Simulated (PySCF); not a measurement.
## Working out the ionisation energy of Zn

Zn [Ar] 3d10 4s2 (1S) → Zn⁺ [Ar] 3d10 4s1 (2S). Computed with PySCF 2.14 in aug-cc-pwCVTZ-DK (10s9p7d4f3g, 127 functions), with the spin-free X2C one-electron Hamiltonian (Gaussian nucleus). Frozen: nothing. Energies in hartree (1 hartree = 27.21139 eV):

```csv
part,Zn (lower),Zn⁺ (upper)
UHF,-1794.267227,-1793.981378
MP2 opposite-spin,-0.868668,-0.827798
MP2 same-spin,-0.431099,-0.418041
```

Problem. What does Hartree-Fock give?

Solution. (-1793.981378) − (-1794.267227) = 0.285849 hartree = 7.778 eV.

Problem. What do MP2 and SCS-MP2 (6/5 opposite-spin, 1/3 same-spin) give?

Solution. The opposite-spin parts differ by 1.112 eV and the same-spin parts by 0.355 eV. MP2: 7.778 + (1.112) + (0.355) = 9.245 eV. SCS-MP2: 7.778 + 1.2 × (1.112) + (0.355)/3 = 9.231 eV.

Measured between the centres of the two terms (NIST): 9.394 eV, so MP2 (all electrons) is off by -0.149 eV.

What remains against the reference includes basis incompleteness and correlation beyond second order.
